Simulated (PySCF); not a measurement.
ClNbO, neutral, multiplicity 3. Atoms are numbered in the order given.

```xyz
3

Nb     0.2960    -0.4529     0.0000
O     -1.0362    -1.4959     0.0000
Cl    -0.2261     1.7963     0.0000
```
Charge 0, spin multiplicity 3.

The structure is a stationary point at r2SCAN-D4/def2-TZVP. The spin state was assumed, not searched. The def2 effective core potentials stand for the cores of Nb; spin–orbit coupling is left out.

These are TDA-PBE/def2-TZVPD (PySCF) values and carry that method's errors.

Vertical excitations. The molecule is in vacuum.

```
state    energy (eV)  λ (nm)      f            main pairs
-------  -----------  ------  -----  --------------------
root 1          0.61    2024  0.001     α HOMO→LUMO 100 %
root 2          1.08    1146  0.010    α HOMO−1→LUMO 99 %
root 3          1.90     651  0.007    α HOMO→LUMO+1 98 %
root 4          2.07     599  0.018  α HOMO−1→LUMO+1 98 %
root 5          2.71     458  0.000    α HOMO→LUMO+2 99 %
root 6          2.95     420  0.018  α HOMO−1→LUMO+2 99 %
root 7          3.53     352  0.004    α HOMO→LUMO+3 99 %
root 8          3.74     332  0.007    α HOMO−2→LUMO 92 %
root 9          3.83     324  0.037  α HOMO−1→LUMO+3 88 %
root 10         4.08     304  0.065    α HOMO→LUMO+4 93 %
```
Unrestricted roots are not spin-pure.
